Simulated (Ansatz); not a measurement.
Input:

```yaml
crystal:
  periodic: [false, false, false]
  atoms:
    - { symbol: Hf, position_ang: [-0.310604, 0.013521, 0.16423] }
    - { symbol: Cl, position_ang: [-1.066921, -0.160589, 2.528153] }
    - { symbol: O, position_ang: [1.743619, 0.183028, 0.09166] }
    - { symbol: H, position_ang: [2.334794, -0.403833, -0.418215] }
    - { symbol: O, position_ang: [-1.185487, 1.246131, -1.002035] }
    - { symbol: H, position_ang: [-1.702457, 1.967591, -1.397574] }
    - { symbol: "N", position_ang: [-0.643581, -1.756452, -0.741479] }
    - { symbol: H, position_ang: [-0.465247, -2.688267, -0.333668] }
    - { symbol: H, position_ang: [-1.156725, -1.884268, -1.62965] }
    - { symbol: O, position_ang: [1.232201, 2.150517, 2.062032] }
    - { symbol: Al, position_ang: [2.693141, 1.396249, 1.384163] }
    - { symbol: H, position_ang: [3.462912, 0.27737, 2.259535] }
    - { symbol: H, position_ang: [3.501063, 2.404867, 0.433386] }
    - { symbol: H, position_ang: [0.732593, 1.666733, 2.768462] }
basis:
  gaussian: { orbitals: def2-SVP }
hamiltonian:
  xc: pbe
relax:
  f_tol: 0.03
  max_steps: 50
```

Launched with:

```bash
$ ansatz run input.yaml --threads 4 --pin off --max-ram 5120MiB --backend cpu --events-out ev --progress --plain --runs-dir out
```

Hardware: 4 threads of Arm Neoverse V2, with other jobs on the host.

**Question.** Roughly how long does this run take, and how much memory?

**Answer.** 98 s, with a peak of 0.26 GiB, for 32 ionic steps.
